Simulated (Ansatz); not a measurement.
Ansatz results at the PBE0-D4/def2-TZVP geometry: HOMO–LUMO gap (PBE0/def2-TZVPP) 5.71 eV; HOMO energy (PBE0/def2-TZVPP) -6.50 eV; HOMO–LUMO gap (ωB97M-V/def2-TZVPP) 9.53 eV.

Each molecule was computed in one conformer, which needn't be the lowest.

Task: Which molecule gave them?
A. `C[S][SbH][CH3]`
B. `F[Si@H]1C[C@@H]1Cl`
C. `C#C[SiH2]O`
D. `C[Si]1(F)[SiH2]S1`

Result: A. The others give `C[Si]1(F)[SiH2]S1`: 6.74, -7.17, 10.46; `C#C[SiH2]O`: 7.71, -8.30, 11.84; `F[Si@H]1C[C@@H]1Cl`: 7.07, -7.23, 11.16.
